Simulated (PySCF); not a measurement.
Compound: C8H10FN.
Z-matrix (Å and degrees, PBE0-D3(BJ)/def2-SVP geometry), rows numbered from 1:
```
C 
N   1  1.4378
C   2  1.4378  1  120.09
C   2  1.3738  1  119.88  3  -174.56
C   4  1.4143  2  121.42  1    -1.90
C   5  1.3897  4  120.57  2  -179.57
C   6  1.3936  5  121.86  4    -0.21
C   7  1.3885  6  117.05  5    -0.12
F   8  1.3353  7  119.03  6  -179.75
C   8  1.3862  7  122.98  6     0.13
H   1  1.1041  2  111.82  3  -127.18
H   1  1.1065  2  112.64  3   111.54
H   1  1.0969  2  109.32  3    -8.29
H   3  1.0969  2  109.38  1     5.40
H   3  1.1047  2  111.98  1   124.51
H   3  1.1061  2  112.43  1  -114.30
H   5  1.0888  4  120.43  2     0.54
H   6  1.0929  5  118.85  4   179.92
H   7  1.0902  6  122.72  5  -179.90
H  10  1.0885  4  122.32  2    -0.26
```

Level: PBE0/pcSseg-1 in PySCF, non-relativistic, on one gas-phase PBE0-D3(BJ)/def2-SVP geometry that isn't relaxed in the solvent. The solvent is an IEF-PCM continuum (cavity from Bondi-type radii × 1.2). The model holds no explicit solvent molecules, cavitation or dispersion.

```json
{"run": "gas", "E − E(gas) (kcal/mol)": "0.00", "HOMO (eV)": "-5.70", "HOMO–LUMO gap (eV)": "5.69", "dipole (D)": "3.37"}
{"run": "P", "E − E(gas) (kcal/mol)": "-4.99", "HOMO (eV)": "-5.69", "HOMO–LUMO gap (eV)": "5.54", "dipole (D)": "4.42"}
{"run": "Q", "E − E(gas) (kcal/mol)": "-3.57", "HOMO (eV)": "-5.67", "HOMO–LUMO gap (eV)": "5.58", "dipole (D)": "4.14"}
```

Task: The runs were made in acetonitrile and chloroform. Which run belongs to which solvent?

Result: P = acetonitrile, Q = chloroform. The dielectric constants are 4.711 (chloroform), 35.69 (acetonitrile), and the energy falls further as ε rises. In this model the ground state sees the solvent through ε alone.

Task: How constant is the ratio of the lowering to (ε − 1)/(2ε + 1)?

Result: 
| solvent | (ε − 1)/(2ε + 1) | E − E(gas) (kcal/mol) | ratio (kcal/mol) | polarisation term (kcal/mol) |
| --- | --- | --- | --- | --- |
| chloroform | 0.356 | -3.57 | -10.0 | -4.00 |
| acetonitrile | 0.479 | -4.99 | -10.4 | -5.83 |

The ratio changes by +3.8 % in size from chloroform to acetonitrile. The polarisation term is half the interaction of the solute with the induced surface charges.

Time: 61 s; peak memory 1.2 GiB. Hardware: Intel Xeon at 2.70 GHz, one thread, shared host with 64 logical CPUs at a one-minute load of 60. This is the whole shielding run at PBE0/pcSseg-1 in acetonitrile, SCF included.
